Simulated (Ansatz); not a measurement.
Which level was it?

InSiH4F has 7 atoms, charge 0, and is taken as a singlet. SMILES: `[F][InH][SiH3]`. Geometry: relaxed at PBE0-D4/def2-TZVP.

```xyz
7

F    -0.1960   -2.3400    1.2988
In   -0.7560   -1.1649   -0.1768
Si    0.5280    1.0431   -0.0286
H    -1.9378   -1.9659   -1.1253
H     1.9860    0.7659   -0.1088
H     0.2260    1.6960    1.2722
H     0.1498    1.9658   -1.1314
```

Orbital energies are those of the mean-field step.

A calculation with Ansatz 0.2.0 gave:

```
total energy  : -581.4722 Eh
HOMO energy   : -7.43 eV
LUMO energy   : -2.31 eV
HOMO–LUMO gap : 5.13 eV
```

Question: Which of these levels gave the numbers?
A. wB97X/def2-SVP (core potential)
B. HSE06/def2-SVP (core potential)
C. CCSD(T)/def2-SVP (core potential)
D. HF/def2-SVP (core potential)

Answer: B. The others give -579.7445 Eh (HF/def2-SVP (core potential)), -581.7187 Eh (wB97X/def2-SVP (core potential)), -580.1695 Eh (CCSD(T)/def2-SVP (core potential)).
